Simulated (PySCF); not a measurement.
C3H6BNO, SMILES O1B(CN=C1)C. Atoms are numbered in the order given.

```xyz
12

C     -2.2488    -0.0533    -0.3082
B     -0.7030     0.0100    -0.0719
C      0.1887     0.5356     1.1327
N      1.5657     0.2514     0.6862
C      1.4671    -0.2824    -0.4540
O      0.2093    -0.4738    -0.9992
H     -2.5083    -0.2950    -1.3495
H     -2.7424     0.8887    -0.0196
H     -2.6784    -0.8377     0.3404
H     -0.0070     0.0321     2.0960
H      0.0761     1.6147     1.3400
H      2.2988    -0.6216    -1.0803
```
Charge 0, spin multiplicity 1.

Coordinates come from a ωB97X-D3(BJ)/def2-SVP optimisation. The structure was generated by enumeration, and PubChem lists no compound with its InChIKey, so it may never have been made. Other conformers were not sampled.

These are ωB97X-D3(BJ)/def2-SVP (PySCF) values and carry that method's errors.

Harmonic, unscaled wavenumbers; measured fundamentals usually lie a few per cent lower.

Q: Give all harmonic wavenumbers and intensities. (The exact figures need the calculation; the answer reports its results.)

A: 
```csv
mode,ν (cm⁻¹),IR (km/mol),moving atoms (share of kinetic energy)
1,31,0.4,H 95 %
2,189,1.6,"H 27 %, O 23 %, C 22 %, N 20 %, B 8 %"
3,276,0.0,"H 34 %, C 33 %, O 15 %, B 13 %"
4,319,4.8,"H 66 %, B 24 %"
5,527,22.1,"H 34 %, O 22 %, C 22 %, N 14 %, B 8 %"
6,566,2.3,"C 58 %, H 17 %, N 12 %"
7,692,1.9,"H 63 %, C 29 %"
8,794,6.8,"C 45 %, H 37 %, O 14 %"
9,844,5.2,"H 47 %, O 26 %, C 21 %"
10,878,1.2,"N 35 %, C 29 %, O 27 %"
11,934,26.0,"H 38 %, B 32 %, C 26 %"
12,972,0.2,"H 62 %, C 30 %"
13,1010,9.4,"C 45 %, N 32 %, H 21 %"
14,1101,139.0,"C 44 %, O 26 %, H 21 %, B 9 %"
15,1149,100.0,"H 37 %, B 26 %, C 20 %, O 15 %"
16,1167,9.5,H 87 %
17,1244,115.1,"B 42 %, H 39 %, O 11 %"
18,1296,45.2,"H 54 %, C 30 %, B 12 %"
19,1350,16.3,"H 68 %, C 10 %, N 9 %"
20,1390,42.4,"H 77 %, C 13 %, B 9 %"
21,1408,129.2,"H 52 %, B 26 %, C 19 %"
22,1444,10.7,H 92 %
23,1454,24.3,H 86 %
24,1766,106.6,"C 52 %, N 42 %"
25,3064,0.5,H 97 %
26,3083,6.2,H 94 %
27,3127,2.8,"H 91 %, C 9 %"
28,3147,5.6,"H 91 %, C 9 %"
29,3182,6.5,"H 90 %, C 10 %"
30,3242,10.2,"H 91 %, C 9 %"
```
